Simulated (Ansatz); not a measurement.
Ansatz (an electronic-structure program) input (B3LYP-D3(BJ)/def2-TZVP):

Ansatz 0.2 input:
```yaml
crystal:
  periodic: [false, false, false]
  atoms:
    - {symbol: C, position_ang: [2.66862050, -0.07382175, -0.61353991]}
    - {symbol: C, position_ang: [1.17550568, 0.21824551, -0.72659158]}
    - {symbol: C, position_ang: [0.38935059, -0.27509102, 0.49549779]}
    - {symbol: C, position_ang: [-1.08439323, 0.03183206, 0.44291221]}
    - {symbol: C, position_ang: [-1.65120787, 0.87762972, 1.29953845]}
    - {symbol: C, position_ang: [-1.87886856, -0.66499777, -0.62567867]}
    - {symbol: H, position_ang: [3.09779971, 0.40901695, 0.26762802]}
    - {symbol: H, position_ang: [3.21239215, 0.28618963, -1.48875953]}
    - {symbol: H, position_ang: [2.85336974, -1.14713831, -0.52425562]}
    - {symbol: H, position_ang: [0.78235991, -0.24919951, -1.63295985]}
    - {symbol: H, position_ang: [1.01388174, 1.29425314, -0.83836023]}
    - {symbol: H, position_ang: [0.52805006, -1.35980667, 0.58291424]}
    - {symbol: H, position_ang: [0.81901500, 0.16966379, 1.39659988]}
    - {symbol: H, position_ang: [-2.71016274, 1.10227201, 1.26046616]}
    - {symbol: H, position_ang: [-1.07371040, 1.37273272, 2.07080194]}
    - {symbol: H, position_ang: [-2.93971477, -0.42706071, -0.55422325]}
    - {symbol: H, position_ang: [-1.76222250, -1.75034301, -0.54840086]}
    - {symbol: H, position_ang: [-1.53510079, -0.38336033, -1.62428049]}
basis:
  gaussian:
    orbitals: def2-TZVP
hamiltonian:
  xc: b3lyp
  dispersion: d3bj
phonons: {temperatures: {t_min: 298.15, t_max: 298.15, t_step: 100}}
```

Output:

```
Functional definition: B3LYP
integrals: 0.20 GiB planned
1608 factors; their error is unknown
0.35 GiB of the device are held for the grids
1.50 GiB of device memory are held for the factors and their scratch space
mean field: 1.56 GiB planned
mean field evaluation 1: about -6403.5178 eV, gradient 8.4e1 eV
mean field evaluation 2: about -6392.6342 eV, gradient 1.0e2 eV
mean field evaluation 4: about -6420.2315 eV, gradient 9.8e0 eV
mean field evaluation 8: about -6420.4079 eV, gradient 6.7e-1 eV
mean field evaluation 16: about -6420.4085 eV, gradient 7.6e-5 eV
mean field -6420.40853553 eV, -235.9456617715 hartree, gradient 2.9e-5 eV, S^2 0.000000; 0 other end points of the search recorded, 0 dependent functions left out
the calculation of the forces begins
reference -6420.40886868 eV, -235.9456740145 hartree; 24, 24 occupied and 234, 234 virtual orbitals, 1608 factors
these checks for a lower state are left out or cut short: stability, starts, cluster_reference, orbital_swaps, neighbouring_geometries, increment
integrals: 0.20 GiB planned
1608 factors; their error is unknown
0.35 GiB of the device are held for the grids
1.50 GiB of device memory are held for the factors and their scratch space
mean field: 1.55 GiB planned
mean field -6420.40844549 eV, -235.9456584627 hartree, gradient 2.3e-6 eV, S^2 0.000000; 0 other end points of the search recorded, 0 dependent functions left out
the calculation of the forces begins
reference -6420.40877858 eV, -235.9456707033 hartree; 24, 24 occupied and 234, 234 virtual orbitals, 1608 factors
these checks for a lower state are left out or cut short: stability, starts, cluster_reference, orbital_swaps, neighbouring_geometries, increment
integrals: 0.20 GiB planned
1608 factors; their error is unknown
0.35 GiB of the device are held for the grids
1.50 GiB of device memory are held for the factors and their scratch space
mean field: 1.55 GiB planned
mean field evaluation 32: about -6420.4083 eV, gradient 2.3e-6 eV
mean field -6420.40834015 eV, -235.9456545913 hartree, gradient 2.3e-6 eV, S^2 0.000000; 0 other end points of the search recorded, 0 dependent functions left out
the calculation of the forces begins
reference -6420.40867336 eV, -235.9456668366 hartree; 24, 24 occupied and 234, 234 virtual orbitals, 1608 factors
these checks for a lower state are left out or cut short: stability, starts, cluster_reference, orbital_swaps, neighbouring_geometries, increment
integrals: 0.20 GiB planned
1608 factors; their error is unknown
0.35 GiB of the device are held for the grids
1.50 GiB of device memory are held for the factors and their scratch space
mean field: 1.55 GiB planned
mean field -6420.40837023 eV, -235.9456556967 hartree, gradient 2.3e-6 eV, S^2 0.000000; 0 other end points of the search recorded, 0 dependent functions left out
the calculation of the forces begins
reference -6420.40870339 eV, -235.9456679402 hartree; 24, 24 occupied and 234, 234 virtual orbitals, 1608 factors
these checks for a lower state are left out or cut short: stability, starts, cluster_reference, orbital_swaps, neighbouring_geometries, increment
integrals: 0.20 GiB planned
1608 factors; their error is unknown
0.35 GiB of the device are held for the grids
1.50 GiB of device memory are held for the factors and their scratch space
mean field: 1.56 GiB planned
mean field -6420.40836281 eV, -235.9456554241 hartree, gradient 2.3e-6 eV, S^2 0.000000; 0 other end points of the search recorded, 0 dependent functions left out
[...]
these checks for a lower state are left out or cut short: stability, starts, cluster_reference, orbital_swaps, neighbouring_geometries, increment
integrals: 0.20 GiB planned
1608 factors; their error is unknown
0.35 GiB of the device are held for the grids
1.50 GiB of device memory are held for the factors and their scratch space
mean field: 1.56 GiB planned
mean field -6420.40840286 eV, -235.9456568958 hartree, gradient 2.3e-6 eV, S^2 0.000000; 0 other end points of the search recorded, 0 dependent functions left out
the calculation of the forces begins
reference -6420.40873595 eV, -235.9456691369 hartree; 24, 24 occupied and 234, 234 virtual orbitals, 1608 factors
these checks for a lower state are left out or cut short: stability, starts, cluster_reference, orbital_swaps, neighbouring_geometries, increment
integrals: 0.20 GiB planned
1608 factors; their error is unknown
0.35 GiB of the device are held for the grids
1.50 GiB of device memory are held for the factors and their scratch space
mean field: 1.56 GiB planned
mean field -6420.40847152 eV, -235.9456594191 hartree, gradient 2.3e-6 eV, S^2 0.000000; 0 other end points of the search recorded, 0 dependent functions left out
the calculation of the forces begins
reference -6420.40880472 eV, -235.9456716639 hartree; 24, 24 occupied and 234, 234 virtual orbitals, 1608 factors
these checks for a lower state are left out or cut short: stability, starts, cluster_reference, orbital_swaps, neighbouring_geometries, increment
integrals: 0.20 GiB planned
1608 factors; their error is unknown
0.35 GiB of the device are held for the grids
1.50 GiB of device memory are held for the factors and their scratch space
mean field: 1.56 GiB planned
mean field -6420.40850457 eV, -235.9456606339 hartree, gradient 2.3e-6 eV, S^2 0.000000; 0 other end points of the search recorded, 0 dependent functions left out
the calculation of the forces begins
reference -6420.40883771 eV, -235.9456728763 hartree; 24, 24 occupied and 234, 234 virtual orbitals, 1608 factors
these checks for a lower state are left out or cut short: stability, starts, cluster_reference, orbital_swaps, neighbouring_geometries, increment
integrals: 0.20 GiB planned
1608 factors; their error is unknown
0.35 GiB of the device are held for the grids
1.50 GiB of device memory are held for the factors and their scratch space
mean field: 1.56 GiB planned
mean field -6420.40853628 eV, -235.9456617989 hartree, gradient 2.3e-6 eV, S^2 0.000000; 0 other end points of the search recorded, 0 dependent functions left out
the calculation of the forces begins
reference -6420.40886944 eV, -235.9456740424 hartree; 24, 24 occupied and 234, 234 virtual orbitals, 1608 factors
these checks for a lower state are left out or cut short: stability, starts, cluster_reference, orbital_swaps, neighbouring_geometries, increment
integrals: 0.20 GiB planned
1608 factors; their error is unknown
0.35 GiB of the device are held for the grids
1.50 GiB of device memory are held for the factors and their scratch space
mean field: 1.56 GiB planned
mean field evaluation 736: about -6420.4085 eV, gradient 4.7e-4 eV
mean field -6420.40848121 eV, -235.9456597752 hartree, gradient 2.3e-6 eV, S^2 0.000000; 0 other end points of the search recorded, 0 dependent functions left out
the calculation of the forces begins
reference -6420.40881436 eV, -235.9456720182 hartree; 24, 24 occupied and 234, 234 virtual orbitals, 1608 factors
these checks for a lower state are left out or cut short: stability, starts, cluster_reference, orbital_swaps, neighbouring_geometries, increment
integrals: 0.20 GiB planned
1608 factors; their error is unknown
0.35 GiB of the device are held for the grids
1.50 GiB of device memory are held for the factors and their scratch space
mean field: 1.56 GiB planned
mean field -6420.40854274 eV, -235.9456620364 hartree, gradient 2.3e-6 eV, S^2 0.000000; 0 other end points of the search recorded, 0 dependent functions left out
the calculation of the forces begins
reference -6420.40887589 eV, -235.9456742794 hartree; 24, 24 occupied and 234, 234 virtual orbitals, 1608 factors
these checks for a lower state are left out or cut short: stability, starts, cluster_reference, orbital_swaps, neighbouring_geometries, increment
integrals: 0.20 GiB planned
1608 factors; their error is unknown
0.35 GiB of the device are held for the grids
1.50 GiB of device memory are held for the factors and their scratch space
mean field: 1.56 GiB planned
mean field -6420.40850350 eV, -235.9456605943 hartree, gradient 2.3e-6 eV, S^2 0.000000; 0 other end points of the search recorded, 0 dependent functions left out
the calculation of the forces begins
reference -6420.40883664 eV, -235.9456728372 hartree; 24, 24 occupied and 234, 234 virtual orbitals, 1608 factors
these checks for a lower state are left out or cut short: stability, starts, cluster_reference, orbital_swaps, neighbouring_geometries, increment
integrals: 0.20 GiB planned
1608 factors; their error is unknown
0.35 GiB of the device are held for the grids
1.50 GiB of device memory are held for the factors and their scratch space
mean field: 1.56 GiB planned
mean field -6420.40852729 eV, -235.9456614688 hartree, gradient 2.3e-6 eV, S^2 0.000000; 0 other end points of the search recorded, 0 dependent functions left out
the calculation of the forces begins
reference -6420.40886044 eV, -235.9456737119 hartree; 24, 24 occupied and 234, 234 virtual orbitals, 1608 factors
these checks for a lower state are left out or cut short: stability, starts, cluster_reference, orbital_swaps, neighbouring_geometries, increment
integrals: 0.20 GiB planned
1608 factors; their error is unknown
0.35 GiB of the device are held for the grids
1.50 GiB of device memory are held for the factors and their scratch space
mean field: 1.55 GiB planned
mean field -6420.40841161 eV, -235.9456572175 hartree, gradient 2.3e-6 eV, S^2 0.000000; 0 other end points of the search recorded, 0 dependent functions left out
the calculation of the forces begins
reference -6420.40874473 eV, -235.9456694594 hartree; 24, 24 occupied and 234, 234 virtual orbitals, 1608 factors
these checks for a lower state are left out or cut short: stability, starts, cluster_reference, orbital_swaps, neighbouring_geometries, increment
integrals: 0.20 GiB planned
1608 factors; their error is unknown
0.35 GiB of the device are held for the grids
1.50 GiB of device memory are held for the factors and their scratch space
mean field: 1.55 GiB planned
mean field evaluation 768: about -6420.4516 eV, gradient 6.6e-1 eV
mean field -6420.40848739 eV, -235.9456600025 hartree, gradient 2.3e-6 eV, S^2 0.000000; 0 other end points of the search recorded, 0 dependent functions left out
the calculation of the forces begins
reference -6420.40882057 eV, -235.9456722465 hartree; 24, 24 occupied and 234, 234 virtual orbitals, 1608 factors
Total energy: -6421.04735779 eV, -235.9691380567 hartree
Atom 0 at     2.668620    -0.073822    -0.613540 Å, force    -0.002110     0.000598    -0.000093 eV/Å
Atom 1 at     1.175506     0.218246    -0.726592 Å, force    -0.000028    -0.001432     0.000649 eV/Å
Atom 2 at     0.389351    -0.275091     0.495498 Å, force     0.001239     0.000868    -0.001013 eV/Å
Atom 3 at    -1.084393     0.031832     0.442912 Å, force    -0.000254    -0.000521    -0.000160 eV/Å
Atom 4 at    -1.651208     0.877630     1.299538 Å, force    -0.000078    -0.000075     0.000493 eV/Å
Atom 5 at    -1.878869    -0.664998    -0.625679 Å, force     0.000564     0.001705     0.000980 eV/Å
Atom 6 at     3.097800     0.409017     0.267628 Å, force     0.000826     0.000288     0.000183 eV/Å
Atom 7 at     3.212392     0.286190    -1.488760 Å, force    -0.000066    -0.000438     0.000179 eV/Å
Atom 8 at     2.853370    -1.147138    -0.524256 Å, force     0.000653    -0.000581     0.000072 eV/Å
Atom 9 at     0.782360    -0.249200    -1.632960 Å, force     0.000005     0.000632     0.000082 eV/Å
Atom 10 at     1.013882     1.294253    -0.838360 Å, force     0.000054     0.000046     0.000007 eV/Å
Atom 11 at     0.528050    -1.359807     0.582914 Å, force     0.000161     0.000034     0.000272 eV/Å
Atom 12 at     0.819015     0.169664     1.396600 Å, force    -0.000282    -0.000039    -0.000284 eV/Å
Atom 13 at    -2.710163     1.102272     1.260466 Å, force    -0.000080    -0.000590     0.000095 eV/Å
Atom 14 at    -1.073710     1.372733     2.070802 Å, force    -0.000161     0.000297    -0.000490 eV/Å
Atom 15 at    -2.939715    -0.427061    -0.554223 Å, force    -0.000242    -0.000075    -0.000018 eV/Å
Atom 16 at    -1.762223    -1.750343    -0.548401 Å, force    -0.000188    -0.000736    -0.000221 eV/Å
Atom 17 at    -1.535101    -0.383360    -1.624280 Å, force    -0.000012     0.000019    -0.000733 eV/Å
Dipole moment:     0.054811    -0.060089    -0.090417 e Å
Vibrations: 58.50 91.77 185.80 195.30 244.16 323.41 404.04 454.78 538.73 718.86 752.16 829.52 886.72 912.04 925.61 990.18 1015.88 1046.78 1065.18 1118.27 1131.08 1257.49 1303.01 1318.30 1332.55 1382.90 1412.57 1414.73 1450.53 1476.31 1487.78 1495.28 1498.56 1499.69 1511.05 1712.59 2996.68 3021.05 3025.10 3028.12 3043.89 3062.28 3066.20 3087.97 3091.50 3108.86 3133.71 3211.47 cm⁻¹, zero-point energy 4.483204 eV
```
